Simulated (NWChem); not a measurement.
Molecule: SiH$_{3}$SCl; SMILES [SiH2](S)Cl

```xyz
6

Si    -0.7654     0.0240     0.0041
S      0.3897    -1.7676    -0.0553
Cl     0.3990     1.7346    -0.0221
H     -1.5971    -0.0090    -1.2257
H     -1.5941     0.0875     1.2370
H      0.8880    -1.6216     1.1926
```
Atoms are numbered in this order, from 1.

Geometry: optimised at PBE0/def2-SVP.

### Question
List the 4 lowest vertical singlet excitations from PBE/aug-cc-pVDZ, full TDDFT (NWChem).

### Answer
```tsv
state	energy (eV)	oscillator strength	leading excitation (squared amplitude)
S1	5.61	0.004	HOMO → LUMO (0.85)
S2	5.78	0.041	HOMO → LUMO+1 (0.84)
S3	6.15	0.027	HOMO → LUMO+2 (0.95)
S4	6.58	0.002	HOMO−1 → LUMO+1 (0.51)
```
